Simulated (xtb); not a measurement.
H2Ge, triplet, from a rough starting geometry (the spin is typed, not shown lowest); GFN2-xTB (xtb 6.7.1).

Input for xtb:
```
$ xtb mol.xyz --gfn 2 --uhf 2 --opt vtight --json

# file mol.xyz
3

Ge     0.02354069    -0.01721714     0.76090377
H     -0.04726345    -1.12053466    -0.37933828
H      0.02724690     1.10249039    -0.40559067
```

The log (banner, timings and long lists left out):

```
   ID    Z sym.   atoms
    1   32 Ge     1
    2    1 H      2, 3

           -------------------------------------------------
          |                Calculation Setup                |
           -------------------------------------------------

           -------------------------------------------------
          |                 G F N 2 - x T B                 |
           -------------------------------------------------

          ...................................................
          :                      SETUP                      :
          :.................................................:
          :  # basis functions                  12          :
          :  # atomic orbitals                  11          :
          :  # shells                            5          :
          :  # electrons                         6          :
          :  max. iterations                   250          :
          :  Hamiltonian                  GFN2-xTB          :
          :  restarted?                      false          :
          :  GBSA solvation                  false          :
          :  PC potential                    false          :
          :  electronic temp.          300.0000000     K    :
          :  accuracy                    1.0000000          :
          :  -> integral cutoff          0.2500000E+02      :
          :  -> integral neglect         0.1000000E-07      :
          :  -> SCF convergence          0.1000000E-05 Eh   :
          :  -> wf. convergence          0.1000000E-03 e    :
          :  Broyden damping             0.4000000          :
          :  net charge                          0          :
          :  unpaired electrons                  2          :
          ...................................................

 iter      E             dE          RMSdq      gap      omega  full diag
   1     -2.8035347 -0.280353E+01  0.527E+00    3.08       0.0  T
   2     -2.8098460 -0.631130E-02  0.325E+00    2.96       1.0  T
   3     -2.8101889 -0.342911E-03  0.148E+00    2.90       1.0  T
   4     -2.8103258 -0.136869E-03  0.517E-01    2.84       1.0  T
   5     -2.8103465 -0.207203E-04  0.177E-01    2.84       1.0  T
   6     -2.8103500 -0.347357E-05  0.117E-02    2.84       4.9  T
   7     -2.8103500  0.248316E-08  0.822E-03    2.84       7.0  T
   8     -2.8103500 -0.155445E-07  0.226E-04    2.84     255.1  T
   9     -2.8103500 -0.532685E-10  0.775E-05    2.84     745.0  T

   *** convergence criteria satisfied after 9 iterations ***

 transition dipole moment (au) for excitation:           3           4
     X       Y       Z
   0.4824  -0.0163  -0.0141  total (au/Debye):    0.483   1.227
 dE (eV)             :    3.385
 oscillator strength :  0.27349E-01

         :::::::::::::::::::::::::::::::::::::::::::::::::::::
         ::                     SUMMARY                     ::
         :::::::::::::::::::::::::::::::::::::::::::::::::::::
         :: total energy              -2.805004148971 Eh    ::
         :: gradient norm              0.032375161945 Eh/a0 ::
         :: HOMO-LUMO gap              2.836354642668 eV    ::
         ::.................................................::
         :: SCC energy                -2.810350016312 Eh    ::
         :: -> isotropic ES           -0.002135977559 Eh    ::
         :: -> anisotropic ES          0.000354206039 Eh    ::
         :: -> anisotropic XC          0.001587299519 Eh    ::
         :: -> dispersion             -0.000595637303 Eh    ::
         :: repulsion energy           0.005345867341 Eh    ::
         :: add. restraining           0.000000000000 Eh    ::
         :: total charge               0.000000000000 e     ::
         :::::::::::::::::::::::::::::::::::::::::::::::::::::

      -----------------------------------------------------------
     |                   =====================                   |
     |                        A N C O P T                        |
[...]
 * total energy  :    -2.8050041 Eh     change       -0.7918111E-12 Eh
 * total energy  :    -2.8124057 Eh     change       -0.7401558E-02 Eh
 * total energy  :    -2.8132121 Eh     change       -0.8063442E-03 Eh
 * total energy  :    -2.8134325 Eh     change       -0.2204889E-03 Eh
 * total energy  :    -2.8134556 Eh     change       -0.2309349E-04 Eh
 * total energy  :    -2.8134589 Eh     change       -0.3238006E-05 Eh
 * total energy  :    -2.8134590 Eh     change       -0.1340868E-06 Eh
 * total energy  :    -2.8134590 Eh     change       -0.1847607E-09 Eh
   *** GEOMETRY OPTIMIZATION CONVERGED AFTER 8 ITERATIONS ***
         :: total energy              -2.813459005758 Eh    ::
[...]
         :: gradient norm              0.000002069109 Eh/a0 ::
         :: HOMO-LUMO gap              3.809840404318 eV    ::
         ::.................................................::
         :: SCC energy                -2.820737060643 Eh    ::
         :: -> isotropic ES           -0.000995842246 Eh    ::
         :: -> anisotropic ES          0.000267455104 Eh    ::
         :: -> anisotropic XC          0.001015856159 Eh    ::
         :: -> dispersion             -0.000566853767 Eh    ::
         :: repulsion energy           0.007278054885 Eh    ::
         :: add. restraining           0.000000000000 Eh    ::
         :: total charge              -0.000000000000 e     ::
         :::::::::::::::::::::::::::::::::::::::::::::::::::::

           -------------------------------------------------
          |                Property Printout                |
           -------------------------------------------------

    * Orbital Energies and Occupations

         #    Occupation            Energy/Eh            Energy/eV
      -------------------------------------------------------------
         1        2.0000           -0.5767252             -15.6935
         2        2.0000           -0.4284323             -11.6582
         3        1.0000           -0.3583833              -9.7521
         4        1.0000           -0.2574061              -7.0044 (HOMO)
         5                         -0.1173970              -3.1945 (LUMO)
         6                         -0.1091596              -2.9704
         7                          0.0116189               0.3162
         8                          0.0121806               0.3315
         9                          0.0126304               0.3437
        10                          0.4543724              12.3641
        11                          0.9125117              24.8307
      -------------------------------------------------------------
                  HL-Gap            0.1400091 Eh            3.8098 eV
             Fermi-level           -0.2904047 Eh           -7.9023 eV

     #   Z          covCN         q      C6AA      α(0)
     1  32 Ge       1.834     0.026   257.271    33.513
     2   1 H        0.917    -0.013     3.300     2.841
     3   1 H        0.917    -0.013     3.300     2.841

 Mol. C6AA /au·bohr⁶  :        383.268838
 Mol. C8AA /au·bohr⁸  :      27618.644699
 Mol. α(0) /au        :         39.195982

Wiberg/Mayer (AO) data.
largest (>0.10) Wiberg bond orders for each atom

 ---------------------------------------------------------------------------
     #   Z sym  total        # sym  WBO       # sym  WBO       # sym  WBO
 ---------------------------------------------------------------------------
     1  32 Ge   1.667 --     3 H    0.833     2 H    0.833
     2   1 H    0.961 --     1 Ge   0.833     3 H    0.128
     3   1 H    0.961 --     1 Ge   0.833     2 H    0.128
 ---------------------------------------------------------------------------

Topologies differ in total number of bonds
Writing topology from bond orders to xtbtopo.mol

molecular dipole:
                 x           y           z       tot (Debye)
 q only:        0.001       0.000       0.045
   full:        0.002       0.000       0.059       0.151
molecular quadrupole (traceless):
                xx          xy          yy          xz          yz          zz
 q only:        0.065      -0.008      -0.167       0.001       0.001       0.102
  q+dip:       -0.504       0.024       0.213       0.024      -0.002       0.292
   full:       -0.905       0.025      -0.175       0.059       0.006       1.080

optimized geometry written to: xtbopt.xyz

           -------------------------------------------------
          | TOTAL ENERGY               -2.813459005758 Eh   |
          | GRADIENT NORM               0.000002069109 Eh/α |
          | HOMO-LUMO GAP               3.809840404318 eV   |
           -------------------------------------------------
```
